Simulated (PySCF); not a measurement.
Si(OH)3(NH2) (H₅NO₃Si), SMILES N[Si](O)(O)O.

Geometry: ωB97X-D3(BJ)/def2-SVP. A frequency run showed that this geometry is not a minimum. Other conformers were not sampled.

The numbers are results of ωB97X-D3(BJ)/def2-SVP run with PySCF 2.14.0, not measurements.

Frequencies are harmonic and unscaled.

Q: Give all harmonic wavenumbers and intensities. (The exact figures need the calculation; the answer reports its results.)

A: 
```
mode  ν (cm⁻¹)  IR (km/mol)  moving atoms (share of kinetic energy)
----  --------  -----------  --------------------------------------
1          86i          3.8                           H 89 %, O 9 %
2          108         56.9                          H 83 %, O 16 %
3          221         41.6                  H 46 %, O 35 %, N 18 %
4          257         44.1                  H 60 %, O 21 %, N 13 %
5          294        102.8                          H 63 %, O 28 %
6          348         16.3                 O 47 %, H 27 %, Si 20 %
7          364          9.9                 O 72 %, H 16 %, Si 12 %
8          376        130.1                  H 70 %, O 15 %, N 12 %
9          379        132.8         O 55 %, H 19 %, Si 16 %, N 10 %
10         499        194.6                          H 64 %, N 31 %
11         763          3.1                          O 67 %, N 26 %
12         775        226.2                          H 89 %, O 11 %
13         814        106.9                          H 79 %, O 15 %
14         819          5.3                  H 65 %, O 19 %, N 15 %
15         823        127.9                          H 63 %, O 34 %
16         943        242.1         Si 46 %, O 21 %, N 19 %, H 15 %
17         972        255.9                 Si 48 %, O 36 %, H 13 %
18         998        214.8                 Si 48 %, O 28 %, H 20 %
19        1556         63.4                          H 89 %, N 11 %
20        3614         27.5                                  H 96 %
21        3707         32.8                           H 91 %, N 9 %
22        3940        106.6                                  H 94 %
23        3946         32.2                                  H 94 %
24        3949        120.8                                  H 94 %
```
